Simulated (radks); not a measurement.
Problem. The argon ion Ar11+, 7 electrons, occupied as [He] 2s2 2p3 (the NIST ground configuration). All-electron calculation, scalar-relativistic Kohn-Sham, r2SCAN, spin-unpolarised, spherical densities, finite nucleus; meta-GGA in the generalised Kohn-Sham scheme; Fermi nuclear charge, rms radius 3.4274 fm. Program: a radial shooting solver on a logarithmic mesh with Libxc functionals. Some entries of the table are withheld. Estimate them.

orbital,occ.,eigenvalue (eV),<1/r> (bohr^-1)
1s,2,-3556.880,17.74
2s,2,(1),3.857
2p,3,(2),3.765
3s,0,-231.1189,1.494
3p,0,-214.4992,1.452
3d,0,(3),1.391

Solution. 
(1) 2s eigenvalue (eV): -640.0756
(2) 2p eigenvalue (eV): -581.8363
(3) 3d eigenvalue (eV): -195.3947
